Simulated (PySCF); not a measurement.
# One molecule, several mistakes: BC2H8Si

All numbers below are calculated, not measured. They come from PySCF 2.14.0, an open-source quantum chemistry program, on an isolated molecule that a program drew, which may never have been made. The molecule is BC2H8Si (charge 0, doublet), drawn as the SMILES string `B[SiH]CC`.

Each row is a Hartree-Fock (HF) and frozen-core CCSD(T) single point in the cc-pV(D+d)Z basis, meant for a local HF minimum. Run 1 is clean. Each other run has one planted mistake out of seven kinds, and not every kind appears here: one electron removed, one electron added, multiplicity raised by two, geometry at a saddle point, minimal basis STO-3G, one bond length entered in bohr, all coordinates scaled. The reference is restricted for singlets and unrestricted otherwise, and also for a bond in bohr. Adding or removing an electron swaps singlet and doublet. Electrons count all cores. HOMO and LUMO are orbital energies over both spins, the gradient is its largest component, and the lowest frequency (negative if imaginary) is given only where the gradient is small. Bond lengths are over the 11 bonds as drawn. T1 is the CCSD diagnostic: over 0.02 (restricted) or 0.045 (unrestricted) a single reference is doubtful.

Geometry of the clean run:
```xyz
12
BC2H8Si, angstrom
B    -0.3228    0.1838    0.3551
Si   -0.2545    0.9297   -1.4323
C    -0.3843   -0.0039   -3.0703
C    -0.5639   -1.5221   -2.9561
H    -0.2252    0.9150    1.3010
H    -0.4608   -0.9950    0.5301
H    -0.0850    2.3817   -1.6682
H    -1.2157    0.4345   -3.6339
H     0.5142    0.2284   -3.6535
H    -0.6276   -1.9823   -3.9447
H     0.2725   -1.9849   -2.4279
H    -1.4761   -1.7767   -2.4121
```

| run | electrons | basis functions | <S^2> | HOMO (eV) | LUMO (eV) | gradient (hartree/bohr) | lowest frequency (cm^-1) | mean bond (Å) | longest bond (Å) | T1 | HF (hartree) | CCSD(T) (hartree) | mistake |
|---|---|---|---|---|---|---|---|---|---|---|---|---|---|
| 1 | 39 | 105 | 0.761 | -7.89 | 0.87 | 9.7e-06 | 70 | 1.3372 | 1.938 | 0.0118 | -393.96189 | -394.50441 | no fault |
| 2 | 39 | 105 | 1.422 | -8.21 | 0.77 | 1.9e-02 | - | 1.4343 | 2.267 | 0.0505 | -393.84625 | -394.38671 | one bond length entered in bohr |
| 3 | 39 | 32 | 0.760 | -5.18 | 5.54 | 2.9e-02 | - | 1.3372 | 1.938 | 0.0152 | -389.38214 | -389.62115 | minimal basis STO-3G |
| 4 | 39 | 105 | 3.768 | -5.36 | -1.87 | 1.0e-01 | - | 1.3372 | 1.938 | 0.0173 | -393.77310 | -394.30890 | ? |
| 5 | 39 | 105 | 0.760 | -8.02 | 0.93 | 5.4e-02 | - | 1.2516 | 1.814 | 0.0103 | -393.91365 | -394.44650 | ? |

**Which mistake was planted in run 4, and what did it cost?**

Electrons, basis and geometry are unchanged, and <S^2> is 3.768, beside S(S+1) = 3.75 for a multiplicity of 4. So the mistake is: multiplicity raised by two. Subtracting run 1 and multiplying by 627.51 kcal/mol a hartree, the energy moved by 118.5 kcal/mol in HF and 122.7 kcal/mol in CCSD(T).

**Which mistake was planted in run 5, and what did it cost?**

The mean and the longest bond both change by the same factor, 0.936, and the gradient is no longer small. So the mistake is: all coordinates scaled. Subtracting run 1 and multiplying by 627.51 kcal/mol a hartree, the energy moved by 30.3 kcal/mol in HF and 36.3 kcal/mol in CCSD(T).

Cautions from the logs. Run 2: T1 is over the limit, so its CCSD(T) energy is less reliable.
